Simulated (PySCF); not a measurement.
Task: Give a PBE0-D3(BJ)/def2-SVP geometry of InChI=1S/C2H8Si2/c1-3-2-4-1/h1-4H2.

Result: 
Z-matrix in Å and degrees, rows numbered from 1:
```
C 
Si  1  1.9063
C   2  1.9062  1   92.10
Si  1  1.9062  2   87.90  3     0.28
H   1  1.1005  2  115.02  3  -116.39
H   1  1.1005  2  114.97  3   117.04
H   2  1.4962  1  113.95  3   117.43
H   2  1.4963  1  113.75  3  -117.15
H   3  1.1006  2  114.95  1   116.28
H   3  1.1005  2  115.06  1  -117.13
H   4  1.4963  1  113.84  2  -117.57
H   4  1.4962  1  113.85  2   117.02
```

Si2 (SiH2 silicon) has angles from 92.1° to 113.9°. The 4-membered ring C1–Si2–C3–Si4 has internal angles of 87.9° to 92.1° (sum 360°, against 360° for a flat polygon); it is planar, 0.00 Å rms from its mean plane, widest ring torsion 0°. All 4 C–Si bonds measure 1.906 Å. The 4 heavy atoms lie in one plane (0.002 Å rms).

Computed with PBE0-D3(BJ)/def2-SVP geometry optimisation, gas phase (PySCF).

Point group: D2h (every atom within 0.08 Å of its image). No PBE0-D3(BJ)/def2-SVP frequencies stand behind this structure, so it isn't proved a minimum.

Time: 17 s; peak memory 0.43 GiB. Hardware: Arm Neoverse V1, one thread, no GPU, on a shared host. That covers the optimisation of the geometry.
